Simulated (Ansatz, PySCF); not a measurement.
H12Si6, SMILES [SiH2]1[SiH2][SiH2][SiH2][SiH2][SiH2]1. Atoms are numbered in the order given.

```xyz
18

Si    -1.9153    -1.1058    -0.4031
Si    -1.9152     1.1056     0.4029
Si     0.0001     2.2114    -0.4029
Si     1.9153     1.1058     0.4031
Si     1.9152    -1.1056    -0.4029
Si    -0.0001    -2.2114     0.4029
H     -1.8628    -1.0755    -1.8969
H     -3.1594    -1.8241     0.0105
H     -3.1592     1.8241    -0.0103
H     -1.8625     1.0750     1.8968
H      0.0003     2.1505    -1.8968
H     -0.0001     3.6480     0.0103
H      3.1594     1.8241    -0.0105
H      1.8628     1.0755     1.8969
H      3.1592    -1.8241     0.0103
H      1.8625    -1.0750    -1.8968
H     -0.0003    -2.1505     1.8968
H      0.0001    -3.6480    -0.0103
```

Geometry optimised at B3LYP-D3(BJ)/def2-SVP.

Two levels are set side by side: PBE-D3(BJ)/def2-SVP (Ansatz, a first-principles code) and B3LYP-D3(BJ)/def2-SVP (Ansatz). Each level has its own optimised geometry; the coordinates shown are those of the second. Frequencies come from the Hessian of PySCF at each geometry. Differences are taken from unrounded values.

```csv
quantity,B3LYP-D3(BJ),PBE-D3(BJ),PBE-D3(BJ) minus B3LYP-D3(BJ)
mean bond length (Å),1.781,1.791,0.009
bond Si1–Si2 (Å),2.354,2.356,0.002
bond Si1–Si6 (Å),2.354,2.356,0.002
bond Si2–Si3 (Å),2.354,2.356,0.002
bond Si3–Si4 (Å),2.354,2.356,0.002
bond Si4–Si5 (Å),2.354,2.356,0.002
bond Si5–Si6 (Å),2.354,2.356,0.002
bond Si1–H7 (Å),1.495,1.508,0.013
bond Si1–H8 (Å),1.495,1.508,0.013
bond Si2–H9 (Å),1.495,1.508,0.013
bond Si2–H10 (Å),1.495,1.508,0.013
bond Si3–H11 (Å),1.495,1.508,0.013
bond Si3–H12 (Å),1.495,1.508,0.013
bond Si4–H13 (Å),1.495,1.508,0.013
bond Si4–H14 (Å),1.495,1.508,0.013
bond Si5–H15 (Å),1.495,1.508,0.013
bond Si5–H16 (Å),1.495,1.508,0.013
highest harmonic wavenumber (cm⁻¹),2208,2155,-53
mean harmonic wavenumber (cm⁻¹),946,914,-32
zero-point energy (kcal/mol),64.91,62.74,-2.17
```

Exact exchange shortens and stiffens bonds; PBE has none. Differences between two approximate levels are no errors against the true value.
